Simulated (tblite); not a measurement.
Record of a relaxation.

Species: C7H10O3P (charge -1).
SMILES with atom numbers: `[CH3:1][CH2:2][CH2:3][P@:4](=[O:5])([O-:6])[c:7]1[cH:8][cH:9][o:10][cH:11]1` (hydrogens: H12, H13, H14 on C1; H15, H16 on C2; H17, H18 on C3; H19 on C8; H20 on C9; H21 on C11)
Bond orders are those of one Lewis drawing.

Computed with GFN2-xTB (tblite), gas phase: L-BFGS steps from a force-field or distance-geometry start until the largest atomic force falls under 0.01 eV/Å. 9 of its 116 geometries are shown.

Step 0: E = -955.4198 eV, largest atomic force 2.970 eV/Å
```
atom  x, y, z in Å  |  force x, y, z in eV/Å
C1     -3.209   -0.350    0.029   -0.680   0.199   0.201
C2     -2.343    0.663   -0.705    0.451  -0.100   0.693
C3     -0.874    0.210   -0.779   -1.054   0.233  -1.698
P4     -0.030    0.139    0.799    1.367  -0.905   2.476
O5     -0.342   -1.156    1.537   -0.554   1.412  -0.233
O6      0.054    1.493    1.442   -0.995  -0.458   0.152
C7      1.693   -0.145    0.317    0.427  -0.742  -0.958
C8      2.699    0.833    0.125    0.840  -0.583  -0.371
C9      3.826    0.137   -0.255   -0.673   0.176   0.268
O10     3.571   -1.199   -0.297    0.111   0.243   0.145
C11     2.272   -1.366    0.065    0.141   0.995  -0.066
H12    -4.267   -0.029   -0.002    0.314  -0.086   0.010
H13    -3.157   -1.335   -0.425    0.143  -0.064  -0.077
H14    -2.929   -0.440    1.079    0.223   0.047  -0.214
H15    -2.731    0.811   -1.707   -0.102   0.052  -0.359
H16    -2.402    1.625   -0.169    0.152  -0.266  -0.126
H17    -0.342    0.931   -1.413    0.080  -0.039   0.048
H18    -0.817   -0.768   -1.275   -0.003   0.113   0.141
H19     2.581    1.898    0.262    0.053  -0.356  -0.067
H20     4.833    0.438   -0.503   -0.186  -0.028   0.043
H21     1.905   -2.373    0.113   -0.054   0.155  -0.008
```

Step 14: E = -955.7868 eV, largest atomic force 0.104 eV/Å
```
atom  x, y, z in Å  |  force x, y, z in eV/Å
C1     -3.200   -0.349    0.031    0.019   0.016  -0.004
C2     -2.326    0.658   -0.703    0.022  -0.004   0.010
C3     -0.879    0.200   -0.809   -0.033   0.012  -0.077
P4     -0.045    0.128    0.872   -0.022  -0.004  -0.019
O5     -0.474   -1.081    1.630    0.028  -0.018   0.002
O6     -0.122    1.463    1.525   -0.012   0.011  -0.005
C7      1.687   -0.151    0.274   -0.020  -0.023   0.001
C8      2.713    0.815    0.082   -0.029   0.010  -0.004
C9      3.834    0.131   -0.259    0.018   0.017   0.005
O10     3.593   -1.198   -0.295   -0.007   0.005   0.020
C11     2.288   -1.347    0.037   -0.021  -0.012  -0.009
H12    -4.244   -0.029    0.027    0.025   0.001   0.037
H13    -3.137   -1.330   -0.441    0.010   0.026  -0.002
H14    -2.854   -0.440    1.056    0.037  -0.029  -0.031
H15    -2.739    0.840   -1.709    0.049  -0.005   0.045
H16    -2.341    1.605   -0.156    0.021  -0.022   0.003
H17    -0.324    0.915   -1.422    0.055  -0.008  -0.005
H18    -0.815   -0.781   -1.285   -0.005  -0.013   0.019
H19     2.615    1.876    0.192   -0.055   0.002   0.020
H20     4.838    0.444   -0.476    0.018   0.020  -0.034
H21     1.923   -2.354    0.068   -0.098   0.017   0.029
```

Step 29: E = -955.8043 eV, largest atomic force 0.036 eV/Å
```
atom  x, y, z in Å  |  force x, y, z in eV/Å
C1     -3.149   -0.348    0.030    0.002   0.014  -0.011
C2     -2.289    0.666   -0.708    0.016   0.013  -0.012
C3     -0.859    0.175   -0.831   -0.004   0.009   0.004
P4     -0.069    0.122    0.873   -0.008  -0.009   0.000
O5     -0.475   -1.093    1.635   -0.018  -0.008  -0.016
O6     -0.188    1.459    1.518   -0.018   0.005  -0.019
C7      1.658   -0.135    0.291    0.015  -0.008   0.022
C8      2.680    0.829    0.082    0.019   0.000   0.006
C9      3.795    0.140   -0.265    0.011  -0.020  -0.005
O10     3.549   -1.190   -0.291    0.015  -0.026  -0.019
C11     2.246   -1.335    0.052    0.020   0.000   0.003
H12    -4.182   -0.006    0.106   -0.010  -0.002   0.024
H13    -3.132   -1.307   -0.487   -0.033   0.003  -0.011
H14    -2.737   -0.491    1.024   -0.006  -0.014  -0.004
H15    -2.716    0.878   -1.699   -0.001  -0.013  -0.018
H16    -2.270    1.599   -0.139   -0.010  -0.001   0.011
H17    -0.276    0.867   -1.446   -0.002  -0.017   0.013
H18    -0.817   -0.815   -1.292   -0.001   0.020   0.027
H19     2.571    1.889    0.191    0.001   0.018   0.007
H20     4.798    0.445   -0.500   -0.001   0.019  -0.019
H21     1.854   -2.332    0.094    0.013   0.018   0.016
```

Step 43: E = -955.8090 eV, largest atomic force 0.048 eV/Å
```
atom  x, y, z in Å  |  force x, y, z in eV/Å
C1     -3.152   -0.343    0.020   -0.016  -0.015  -0.001
C2     -2.281    0.666   -0.713   -0.018  -0.013   0.009
C3     -0.854    0.166   -0.829    0.002   0.006   0.021
P4     -0.073    0.118    0.880    0.004  -0.006  -0.006
O5     -0.486   -1.104    1.628    0.013   0.002   0.016
O6     -0.216    1.453    1.523    0.012  -0.018  -0.003
C7      1.667   -0.131    0.321   -0.009   0.006  -0.002
C8      2.685    0.835    0.090   -0.003  -0.017   0.013
C9      3.793    0.145   -0.280   -0.001   0.015  -0.011
O10     3.549   -1.185   -0.296   -0.010   0.021  -0.010
C11     2.255   -1.330    0.074   -0.006   0.012  -0.002
H12    -4.167    0.034    0.156    0.012   0.002  -0.001
H13    -3.199   -1.282   -0.532   -0.015   0.012  -0.012
H14    -2.708   -0.543    0.991   -0.010   0.013  -0.020
H15    -2.702    0.880   -1.707   -0.001  -0.003   0.004
H16    -2.266    1.598   -0.142    0.031  -0.007  -0.004
H17    -0.266    0.846   -1.452    0.006  -0.002   0.000
H18    -0.821   -0.830   -1.277    0.005   0.012   0.011
H19     2.582    1.896    0.208   -0.006  -0.038  -0.028
H20     4.784    0.455   -0.556    0.008   0.007   0.017
H21     1.867   -2.327    0.131    0.000   0.010   0.011
```

Step 58: E = -955.8114 eV, largest atomic force 0.018 eV/Å
```
atom  x, y, z in Å  |  force x, y, z in eV/Å
C1     -3.166   -0.337    0.005   -0.002  -0.008  -0.001
C2     -2.271    0.662   -0.713   -0.015   0.001   0.009
C3     -0.847    0.150   -0.815   -0.005   0.003  -0.003
P4     -0.070    0.108    0.895   -0.001   0.002   0.004
O5     -0.475   -1.114    1.647   -0.003  -0.005   0.002
O6     -0.216    1.443    1.537    0.002   0.005   0.003
C7      1.667   -0.129    0.326    0.010   0.000   0.005
C8      2.676    0.841    0.077    0.005   0.005  -0.001
C9      3.787    0.156   -0.295    0.002  -0.001   0.008
O10     3.551   -1.176   -0.298    0.009   0.000   0.003
C11     2.260   -1.326    0.085    0.004  -0.005  -0.001
H12    -4.159    0.078    0.182    0.000   0.003  -0.007
H13    -3.270   -1.251   -0.580    0.002  -0.008  -0.015
H14    -2.708   -0.590    0.956    0.005   0.011   0.005
H15    -2.679    0.887   -1.710    0.001   0.005   0.005
H16    -2.246    1.590   -0.136    0.009   0.006   0.005
H17    -0.251    0.824   -1.435    0.009   0.003  -0.011
H18    -0.812   -0.847   -1.258   -0.015  -0.008   0.000
H19     2.566    1.901    0.179   -0.010   0.004  -0.006
H20     4.777    0.471   -0.568   -0.011   0.002  -0.007
H21     1.878   -2.324    0.156    0.004  -0.013   0.002
```

Step 72: E = -955.8131 eV, largest atomic force 0.022 eV/Å
```
atom  x, y, z in Å  |  force x, y, z in eV/Å
C1     -3.178   -0.327   -0.014    0.013   0.015  -0.004
C2     -2.264    0.678   -0.699    0.021  -0.001  -0.005
C3     -0.851    0.135   -0.806    0.006  -0.001  -0.003
P4     -0.067    0.094    0.902    0.007  -0.003  -0.010
O5     -0.478   -1.123    1.658   -0.004   0.006  -0.010
O6     -0.200    1.431    1.542   -0.007  -0.007  -0.003
C7      1.670   -0.146    0.330   -0.002  -0.004   0.001
C8      2.658    0.839    0.058   -0.007   0.001  -0.005
C9      3.781    0.171   -0.307   -0.001   0.003   0.007
O10     3.573   -1.165   -0.283   -0.005   0.002   0.001
C11     2.287   -1.335    0.108   -0.004  -0.003  -0.001
H12    -4.164    0.098    0.172   -0.009  -0.001   0.000
H13    -3.292   -1.221   -0.628   -0.009  -0.006   0.000
H14    -2.724   -0.613    0.929   -0.006  -0.001   0.016
H15    -2.661    0.936   -1.693    0.000   0.000   0.009
H16    -2.223    1.591   -0.099    0.004  -0.015   0.002
H17    -0.242    0.783   -1.442   -0.008   0.004   0.008
H18    -0.846   -0.870   -1.232    0.004   0.009  -0.005
H19     2.522    1.899    0.139    0.002   0.005  -0.002
H20     4.762    0.502   -0.593    0.001   0.000  -0.004
H21     1.926   -2.340    0.195    0.005  -0.003   0.010
```

Step 86: E = -955.8139 eV, largest atomic force 0.015 eV/Å
```
atom  x, y, z in Å  |  force x, y, z in eV/Å
C1     -3.184   -0.321   -0.019   -0.005  -0.012   0.008
C2     -2.256    0.681   -0.690   -0.010  -0.002   0.001
C3     -0.848    0.130   -0.810   -0.002   0.005   0.000
P4     -0.066    0.082    0.898   -0.003  -0.006   0.000
O5     -0.486   -1.135    1.650    0.004  -0.008   0.002
O6     -0.200    1.419    1.538    0.000  -0.007   0.003
C7      1.672   -0.156    0.332   -0.003  -0.001  -0.003
C8      2.647    0.838    0.043   -0.003  -0.002   0.000
C9      3.777    0.178   -0.313   -0.001  -0.002   0.001
O10     3.586   -1.160   -0.270    0.002  -0.002   0.005
C11     2.302   -1.340    0.126    0.002   0.001   0.003
H12    -4.170    0.112    0.156    0.008  -0.010   0.000
H13    -3.299   -1.213   -0.637   -0.001   0.014   0.000
H14    -2.746   -0.615    0.930    0.003   0.006  -0.002
H15    -2.655    0.963   -1.675    0.003   0.003  -0.009
H16    -2.203    1.581   -0.071   -0.001   0.007  -0.005
H17    -0.240    0.781   -1.443    0.002   0.005   0.000
H18    -0.849   -0.872   -1.244    0.001   0.004   0.002
H19     2.498    1.896    0.111    0.003   0.002  -0.006
H20     4.754    0.516   -0.607   -0.001   0.000  -0.003
H21     1.956   -2.349    0.232    0.001   0.004   0.004
```

Step 101: E = -955.8179 eV, largest atomic force 0.076 eV/Å
```
atom  x, y, z in Å  |  force x, y, z in eV/Å
C1     -3.187   -0.288   -0.032    0.048   0.049  -0.033
C2     -2.251    0.722   -0.677    0.054   0.023  -0.005
C3     -0.851    0.153   -0.812    0.037  -0.010  -0.006
P4     -0.079   -0.010    0.893    0.003   0.001   0.010
O5     -0.469   -1.285    1.560   -0.033   0.007  -0.015
O6     -0.245    1.278    1.621    0.015  -0.022   0.011
C7      1.669   -0.183    0.332    0.016   0.007   0.001
C8      2.591    0.824   -0.063    0.020   0.007  -0.007
C9      3.756    0.190   -0.350   -0.005   0.005  -0.002
O10     3.637   -1.144   -0.162   -0.001   0.039   0.001
C11     2.364   -1.347    0.256   -0.013   0.010  -0.004
H12    -4.167    0.150    0.163   -0.004  -0.014   0.006
H13    -3.311   -1.157   -0.677   -0.028  -0.028  -0.008
H14    -2.742   -0.615    0.903   -0.010  -0.001   0.021
H15    -2.639    1.038   -1.657   -0.022  -0.015   0.034
H16    -2.178    1.603   -0.035   -0.038   0.007   0.004
H17    -0.222    0.833   -1.392   -0.008   0.017  -0.023
H18    -0.865   -0.815   -1.316    0.008  -0.030   0.014
H19     2.396    1.878   -0.105   -0.011  -0.033  -0.012
H20     4.713    0.548   -0.686   -0.017  -0.015   0.013
H21     2.069   -2.354    0.472   -0.009  -0.005  -0.001
```

Step 115: E = -955.8214 eV, largest atomic force 0.009 eV/Å
```
atom  x, y, z in Å  |  force x, y, z in eV/Å
C1     -3.182   -0.261   -0.041   -0.001  -0.003   0.002
C2     -2.237    0.758   -0.661   -0.003   0.000   0.001
C3     -0.843    0.181   -0.817   -0.003   0.000   0.002
P4     -0.087   -0.084    0.883    0.000  -0.001   0.000
O5     -0.485   -1.401    1.455   -0.002   0.002   0.001
O6     -0.260    1.149    1.700    0.001  -0.005  -0.008
C7      1.666   -0.212    0.330    0.000   0.001  -0.003
C8      2.540    0.799   -0.154    0.002  -0.004  -0.001
C9      3.736    0.200   -0.377   -0.004  -0.008   0.002
O10     3.681   -1.115   -0.067    0.001   0.003   0.000
C11     2.416   -1.342    0.363    0.000   0.004   0.004
H12    -4.162    0.177    0.154    0.003   0.000  -0.001
H13    -3.307   -1.119   -0.701   -0.001   0.002   0.004
H14    -2.749   -0.606    0.894    0.004   0.000  -0.008
H15    -2.631    1.101   -1.629    0.000   0.000   0.002
H16    -2.164    1.621    0.006    0.004   0.002  -0.003
H17    -0.208    0.876   -1.373   -0.004   0.005   0.005
H18    -0.866   -0.769   -1.354   -0.002  -0.003   0.000
H19     2.293    1.832   -0.300   -0.001  -0.001   0.003
H20     4.678    0.571   -0.739    0.002   0.001   0.000
H21     2.164   -2.339    0.665    0.004   0.004  -0.002
```

Problem. Summarise the path.

Solution. The energy falls by 38.75 kJ/mol from step 0 to step 115; nine tenths of that is first reached at step 12. It falls at every step. The largest force goes from 2.970 to 0.009 eV/Å. Among the bonds C3–P4 changes most, from 1.791 to 1.879 Å; the atoms move by 0.324 Å rms after alignment.

Problem. Follow the three bonds and two angles with the largest change from start to end.

Solution. 
| step | E above end (kJ/mol) | largest force (eV/Å) | C3–P4 (Å) | P4=O5 (Å) | P4–C7 (Å) | O6–P4–C7 (°) | O5–P4–C7 (°) |
| --- | --- | --- | --- | --- | --- | --- | --- |
| 0 | 38.75 | 2.970 | 1.791 | 1.522 | 1.811 | 101.7 | 101.0 |
| 5 | 6.85 | 0.469 | 1.882 | 1.490 | 1.830 | 108.5 | 107.9 |
| 10 | 4.28 | 0.171 | 1.885 | 1.491 | 1.852 | 108.5 | 107.7 |
| 15 | 3.24 | 0.103 | 1.877 | 1.490 | 1.853 | 109.0 | 108.0 |
| 20 | 2.30 | 0.123 | 1.875 | 1.491 | 1.848 | 109.7 | 107.8 |
| 25 | 1.85 | 0.057 | 1.874 | 1.490 | 1.844 | 109.7 | 107.7 |
| 30 | 1.62 | 0.038 | 1.879 | 1.491 | 1.840 | 109.7 | 107.7 |
| 35 | 1.38 | 0.040 | 1.880 | 1.491 | 1.844 | 109.8 | 107.6 |
| 40 | 1.27 | 0.033 | 1.878 | 1.491 | 1.844 | 110.0 | 107.6 |
| 45 | 1.15 | 0.035 | 1.880 | 1.491 | 1.845 | 110.0 | 107.7 |
| 50 | 1.03 | 0.036 | 1.879 | 1.491 | 1.843 | 109.9 | 107.7 |
| 55 | 0.98 | 0.019 | 1.879 | 1.491 | 1.844 | 110.0 | 107.8 |
| 60 | 0.95 | 0.023 | 1.878 | 1.491 | 1.844 | 109.9 | 107.8 |
| 65 | 0.88 | 0.030 | 1.877 | 1.491 | 1.843 | 109.8 | 108.0 |
| 70 | 0.81 | 0.021 | 1.880 | 1.491 | 1.844 | 109.6 | 108.0 |
| 75 | 0.78 | 0.017 | 1.879 | 1.491 | 1.843 | 109.5 | 108.2 |
| 80 | 0.74 | 0.016 | 1.879 | 1.491 | 1.843 | 109.4 | 108.3 |
| 85 | 0.72 | 0.012 | 1.879 | 1.491 | 1.843 | 109.4 | 108.4 |
| 90 | 0.70 | 0.023 | 1.879 | 1.491 | 1.844 | 109.4 | 108.3 |
| 95 | 0.58 | 0.047 | 1.881 | 1.491 | 1.843 | 109.5 | 108.1 |
| 100 | 0.41 | 0.054 | 1.880 | 1.491 | 1.844 | 109.6 | 107.8 |
| 105 | 0.12 | 0.038 | 1.879 | 1.490 | 1.844 | 109.5 | 107.8 |
| 110 | 0.02 | 0.019 | 1.879 | 1.490 | 1.843 | 109.4 | 108.0 |
| 115 | 0.00 | 0.009 | 1.879 | 1.490 | 1.843 | 109.4 | 107.9 |

The cost below is that of the whole relaxation. Hardware: one thread of an Arm Neoverse V1, no GPU, shared host. Cost: 1.1 s of wall time.
